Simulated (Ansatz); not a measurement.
Reaction (ligand exchange at the Si–O bond): `[SiH3]O[Si]1(Cl)CO1` + `[OH][GeH2][F]` → `[F][GeH2][O][SiH3]` + `O[Si]1(Cl)CO1`

Computed with Ansatz on PBE0-D4/def2-TZVP structures; ΔE is electronic, products minus reactants. CCSD(T)/CBS adds triple-zeta CCSD(T) − MP2 to the extrapolated MP2 energy (def2 sets, frozen cores). For Ge outer-core shells are correlated without core-valence functions, which leaves a few kJ/mol of doubt a bond. Scalar relativity is left out up to krypton. One conformer a species, not always the lowest.

```
              species  CCSD(T)/CBS(def2) energy (Eh)
`[SiH3]O[Si]1(Cl)CO1`                    -1229.47073
      `[OH][GeH2][F]`                    -2252.93819
 `[F][GeH2][O][SiH3]`                    -2543.25592
      `O[Si]1(Cl)CO1`                     -939.15161
```

Work out ΔE.

ΔE = (-2543.25592) + (-939.15161) − (-1229.47073) − (-2252.93819) = 0.00139 Eh = +3.6 kJ/mol.

Largest T1 diagnostic among the species: 0.012.
